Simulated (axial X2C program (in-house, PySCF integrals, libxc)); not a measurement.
# Levels of RbB⁺ by electron attachment to RbB²⁺ (EOM-EA-CCSD)

Calculated with an axial X2C code built on PySCF integrals: two-component X2C with atomic mean-field Coulomb and Gaunt terms, Gaussian nuclei, basis Rb dyall-acv3z, B dyall-av3z with contracted cores.

R = 3.529 Å (near the PBE0 minimum at charge 1 of the determinant lowest at the starting distance; the state shown can have its own minimum elsewhere).

Hartree–Fock spinors of RbB²⁺ (one of each Kramers pair; a window near the gap, which can cut inner shells):

| ω | occupied | ε (eV) | character |
| --- | --- | --- | --- |
| 1/2 | yes | -32.06 | 99% Rb p |
| 1/2 | yes | -31.14 | 99% Rb p |
| 3/2 | yes | -31.04 | 100% Rb p |
| 1/2 | yes | -27.73 | 93% B s, 3% Rb d, 3% Rb p |
| 1/2 | no | -11.61 | 93% B p, 2% Rb p, 2% Rb d |
| 1/2 | no | -11.37 | 97% B p, 2% Rb d |
| 3/2 | no | -11.37 | 97% B p, 2% Rb d |
| 1/2 | no | -7.06 | 67% Rb s, 17% B s, 10% B p |
| 1/2 | no | -5.73 | 58% Rb p, 19% B p, 12% Rb d |
| 3/2 | no | -5.71 | 57% Rb p, 20% B p, 12% Rb d |

Levels of RbB⁺ obtained by attaching an electron to RbB²⁺:

| Ω | binding energy (eV) | above lowest (cm⁻¹) | attached spinor | one-particle weight |
| --- | --- | --- | --- | --- |
| 1/2 | 12.358 | 0 | 93% B pσ | 0.95 |
| 3/2 | 12.079 | 2247 | 97% B pπ | 0.95 |
| 1/2 | 12.079 | 2250 | 97% B pπ | 0.95 |

This point took 27 s on 1 thread of Intel(R) Xeon(R) Platinum 8488C (Sapphire Rapids), on a shared host.

Reference electrons by ω block (each with its −ω partner): 1/2: 14, 3/2: 5, 5/2: 1. 10 electrons of RbB²⁺ correlated (inner shells frozen), 92 natural virtual spinors (a truncated set); levels can be off by some tenths of an eV. Roots sought by Ω: (1/2: 5, 3/2: 4, 5/2: 2, 7/2: 1); the list ends where they run out and leaves out roots under 60 % one-particle weight. The solver can skip a root, and states that need a further excitation, which the method places far too high, are missing though they may lie low or lowest. T1 of the reference 0.006 (Lee–Taylor). The reference was not checked to be the lowest state of its species. Number of frozen shells: Rb 3 s, 2 p, 1 d; B 1 s. Large amplitudes in the reference (orbital relaxation or multireference character) lower the reliability.
